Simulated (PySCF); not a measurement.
Si(H)2(Me)2 cation (C2H8Si), SMILES C[SiH2]C (connectivity only; charge and spin as stated), charge +1, multiplicity 2. Atoms are numbered in the order given.

```xyz
11

Si     0.0000     0.0000    -0.4670
C      1.6963     0.0000     0.4350
C     -1.6963     0.0000     0.4350
H      0.0000    -1.3420    -1.1565
H      0.0000     1.3420    -1.1565
H      1.6782     0.9297     1.0310
H      2.5587     0.0000    -0.2469
H      1.6782    -0.9297     1.0310
H     -2.5587     0.0000    -0.2469
H     -1.6782     0.9297     1.0310
H     -1.6782    -0.9297     1.0310
```
Charge +1, spin multiplicity 2.

Coordinates come from a B3LYP-D3(BJ)/def2-SVP optimisation. A frequency run showed that this geometry is not a minimum. The multiplicity is an assumed one; other spin states were not compared. The isomer is the one that the SMILES or the coordinates give; other isomers of the formula were not compared.

Two levels are set side by side: PBE/pcH-1 (PySCF) and PBE0/pcH-1 (PySCF). Contact hyperfine couplings, same geometry. Differences are taken from unrounded values.

```json
[
 {"quantity": "A(iso) of 29Si, atom Si1 (MHz)", "PBE0": "96.7"},
 {"quantity": "A(iso) of 13C, atom C2 (MHz)", "PBE0": "19.9"},
 {"quantity": "A(iso) of 13C, atom C3 (MHz)", "PBE0": "19.9"},
 {"quantity": "A(iso) of 1H, atom H4 (MHz)", "PBE0": "301.5"},
 {"quantity": "A(iso) of 1H, atom H5 (MHz)", "PBE0": "301.5"},
 {"quantity": "A(iso) of 1H, atom H6 (MHz)", "PBE0": "48.4"},
 {"quantity": "A(iso) of 1H, atom H7 (MHz)", "PBE0": "-16.2"},
 {"quantity": "A(iso) of 1H, atom H8 (MHz)", "PBE0": "48.4"},
 {"quantity": "A(iso) of 1H, atom H9 (MHz)", "PBE0": "-16.2"},
 {"quantity": "A(iso) of 1H, atom H10 (MHz)", "PBE0": "48.4"},
 {"quantity": "A(iso) of 1H, atom H11 (MHz)", "PBE0": "48.4"}
]
```

Q: What does PBE give, and how far is it from PBE0? (The exact figures need the calculation; the answer reports its results.)

A: 
```json
[
 {"quantity": "A(iso) of 29Si, atom Si1 (MHz)", "PBE": "38.5", "PBE minus PBE0": "-58.2"},
 {"quantity": "A(iso) of 13C, atom C2 (MHz)", "PBE": "15.4", "PBE minus PBE0": "-4.5"},
 {"quantity": "A(iso) of 13C, atom C3 (MHz)", "PBE": "15.4", "PBE minus PBE0": "-4.5"},
 {"quantity": "A(iso) of 1H, atom H4 (MHz)", "PBE": "274.2", "PBE minus PBE0": "-27.3"},
 {"quantity": "A(iso) of 1H, atom H5 (MHz)", "PBE": "274.2", "PBE minus PBE0": "-27.3"},
 {"quantity": "A(iso) of 1H, atom H6 (MHz)", "PBE": "53.6", "PBE minus PBE0": "5.2"},
 {"quantity": "A(iso) of 1H, atom H7 (MHz)", "PBE": "-11.2", "PBE minus PBE0": "5.0"},
 {"quantity": "A(iso) of 1H, atom H8 (MHz)", "PBE": "53.6", "PBE minus PBE0": "5.2"},
 {"quantity": "A(iso) of 1H, atom H9 (MHz)", "PBE": "-11.2", "PBE minus PBE0": "5.0"},
 {"quantity": "A(iso) of 1H, atom H10 (MHz)", "PBE": "53.6", "PBE minus PBE0": "5.2"},
 {"quantity": "A(iso) of 1H, atom H11 (MHz)", "PBE": "53.6", "PBE minus PBE0": "5.2"}
]
```

Rough cost on one machine, each run with all the roots and properties that it gave: PBE0 against PBE within a factor of 2.
